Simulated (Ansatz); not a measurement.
Program: Ansatz. Geometries: PBE0-D4/def2-TZVP. ΔE: electronic, gas phase. CCSD(T)/CBS adds triple-zeta CCSD(T) − MP2 to the extrapolated MP2 energy (def2 sets, frozen cores). This one scheme is used for every species. DFT in def2-TZVPP. B3LYP here is the variant with VWN-RPA as its local correlation; programs differ in this. For Na outer-core shells are correlated without core-valence functions, which leaves a few kJ/mol of doubt a bond. Each species was taken in one conformer, which may not be the lowest.

Reaction (redistribution): `F[SiH2][SiH2]S` + `[Na][Cl]` → `F[SiH2][SiH2]Cl` + `[Na][SH]`

`F[SiH2][SiH2]S`:

Cartesian coordinates in Å:
```
F -1.580 1.466 0.159
Si -0.997 0.356 -0.851
Si 0.636 -0.847 0.321
S 1.987 0.554 1.216
H -2.137 -0.483 -1.305
H -0.407 1.066 -2.014
H 1.464 -1.656 -0.611
H 0.023 -1.757 1.326
H 1.011 1.302 1.759
```

`[Na][Cl]`:

Z-matrix (Å, degrees):
```
Na
Cl 1 2.358
```

`F[SiH2][SiH2]Cl`:

```xyz
8

F     1.192   -0.813   -1.854
Si    1.000   -0.578   -0.278
Si   -1.004    0.568    0.129
Cl   -1.087    0.779    2.182
H     0.978   -1.903    0.392
H     2.154    0.215    0.218
H    -2.202   -0.190   -0.310
H    -1.030    1.922   -0.479
```

`[Na][SH]`:

Z-matrix (Å, degrees):
```
S
Na 1 2.475
H 1 1.345 2 93.6
```

Question: Is it downhill or uphill in electronic energy at CCSD(T)/CBS, and by how much? (Best estimate.)

Answer: Ansatz gave: Uphill: ΔE = +10.5 kcal/mol.

Question: What do these levels give: PBE-D4, ωB97M-V, B2PLYP, PBE, r2SCAN, B3LYP, HF/def2-TZVPP, MP2/def2-TZVPP, CCSD(T)/def2-TZVPP, HF/def2-QZVPP, HF/CBS(def2), MP2/CBS(def2)? (Best estimate.)

Answer: Computed: PBE-D4 10.1, ωB97M-V 10.3, B2PLYP 10.0, PBE 9.7, r2SCAN 11.3, B3LYP 9.8, HF/def2-TZVPP 11.0, MP2/def2-TZVPP 10.4, CCSD(T)/def2-TZVPP 10.3, HF/def2-QZVPP 10.8, HF/CBS(def2) 10.8, MP2/CBS(def2) 10.5 kcal/mol.

Largest T1 diagnostic among the species: 0.012.

From PBE to PBE0 (25 % exact exchange), in def2-TZVPP and without D4, ΔE moves by +0.8 kcal/mol.
